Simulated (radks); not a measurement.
Problem. Coherent X-ray form factor from a spherical all-electron density. Calculated with a radial shooting solver on a logarithmic mesh with Libxc functionals: scalar-relativistic Kohn-Sham, exchange-only LDA, spin-polarised, spherical densities, point nucleus.

| sin(theta)/lambda (1/angstrom) | f0 (electrons) |
|---|---|
| 0.05 | 11.700 |
| 0.1 | 10.949 |
| 0.15 | 10.047 |
| 0.2 | 9.208 |
| 0.25 | 8.489 |
| 0.3 | 7.860 |
| 0.4 | 6.718 |
| 0.5 | 5.646 |
| 0.6 | 4.680 |
| 0.8 | 3.213 |
| 1 | 2.335 |
| 1.25 | 1.765 |
| 1.5 | 1.484 |
| 2 | 1.192 |

The species is in the configuration that NIST lists as its ground one. Which atom or ion scatters so?

Solution. The aluminium ion Al+, [Ne] 3s2. Extrapolating in s^2 from the first two rows gives f0(0) = 12.0, near the electron count 12; among species with that count, the fall with angle is slower the higher Z, and the table is that of Z = 13; from so few rows the species is fixed only to a neighbour or two.
